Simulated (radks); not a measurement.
Values are calculated unless marked as measured or tabulated.
Problem. These are the eigenvalues of the occupied orbitals of an atom or ion with whole-number occupations (hartree). Code: a radial shooting solver on a logarithmic mesh with Libxc functionals. Model: scalar-relativistic Kohn-Sham, PBE, spin-polarised, spherical densities, finite nucleus; Fermi nuclear charge, rms radius of each element as measured or else 0.836 A^(1/3) + 0.57 fm.

orbital  eigenvalue
1s        -325.5888
2s        -39.35261
2p        -34.00681
3s         -4.53196
3p         -2.96913
3d         -0.50194

Which element is it, and in what charge state? The configuration may be excited. Open shells, if any, are filled with parallel spins first.

Solution. Z = 29, copper, charge +1: Cu+ in [Ar] 3d10. The list shows which subshells hold electrons but not how many an open one holds; the 1s level, -325.59 hartree, gives Z - s = 25.5 by -(Z - s)^2/2, which with screening and relativity narrows Z to a few neighbours, and the depths of the outer levels then fix element, charge and occupations together.
